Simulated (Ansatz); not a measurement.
Computed with Ansatz on PBE0-D4/def2-TZVP structures; ΔE is electronic, products minus reactants. CCSD(T)/CBS adds triple-zeta CCSD(T) − MP2 to the extrapolated MP2 energy (def2 sets, frozen cores). Functionals use def2-TZVPP. B3LYP here is the variant with VWN-RPA as its local correlation; programs differ in this. One conformer a species, not always the lowest.

Reaction (redistribution): `[SiH3]OC[SiH2]S` + `BC(B)C` → `BC(C)[SiH2]S` + `BCO[SiH3]`

```csv
level,ΔE (kJ/mol),difference from CCSD(T)/CBS
PBE-D4,-7.7,-3.3
B97M-V,-6.9,-2.5
BHLYP-D4,-3.4,1.0
CAM-B3LYP-D4,-2.5,1.9
ωB97M-V,-5.5,-1.1
PBE,-7.0,-2.6
r2SCAN,-7.0,-2.6
PBE0,-6.6,-2.2
B3LYP,-2.8,1.6
r2SCAN0,-6.7,-2.3
HF/def2-TZVPP,0.9,5.3
MP2/def2-TZVPP,-5.2,-0.8
SCS-MP2/def2-TZVPP,-3.6,0.8
CCSD/def2-TZVPP,-3.5,0.9
MP2/def2-QZVPP,-5.1,-0.7
MP2/CBS(def2),-5.1,-0.7
CCSD(T)/CBS,-4.4,0
```

Largest T1 diagnostic among the species: 0.012.

In def2-TZVPP, CCSD(T) changes the Hartree–Fock value by −5.4 kJ/mol (the triples alone add −1.0 kJ/mol) and MP2 by −6.1 kJ/mol. At CCSD(T), def2-SVP lies +3.6 kJ/mol from the extrapolated value and def2-TZVPP −0.1 kJ/mol.
